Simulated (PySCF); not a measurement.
Zr⁺ (zirconium, charge +1) across methods

[Kr] 4d2 5s1, high-spin 4F determinant. Calculation: PySCF 2.14, in def2-QZVPPD with the def2 core potential (28 electrons) (7s5p4d3f2g, 81 functions); scalar relativity through the core potential.

```tsv
method	E (hartree)	mean ε 4p β (eV)	mean ε 4d α (eV)	mean ε 5s α (eV)	Σ⟨r²⟩ (bohr²)	⟨S²⟩
HSE06	-46.6525	-40.348	-11.748	-10.757	40.21	3.752
PBE	-46.6636	-38.666	-10.894	-10.497	40.28	3.751
PBE0	-46.6521	-40.757	-12.157	-11.088	40.20	3.752
M06	-46.5941	-40.563	-11.735	-10.904	40.22	3.751
UHF	-46.25505	-45.954	-15.466	-12.447	40.84	3.756
r2SCAN	-46.6844	-39.437	-11.207	-10.627	40.15	3.752
B3LYP	-46.6776	-40.401	-11.823	-10.978	40.20	3.751
M06-L	-46.6522	-39.155	-10.821	-10.267	39.92	3.752
```

**Question.** Estimate the same row for LDA.

**Answer.** E (hartree) = -46.5149; mean ε 4p β (eV) = -38.646; mean ε 4d α (eV) = -10.804; mean ε 5s α (eV) = -10.740; Σ⟨r²⟩ (bohr²) = 40.33; ⟨S²⟩ = 3.750.

Energies and moments cover only the electrons outside the core potential.
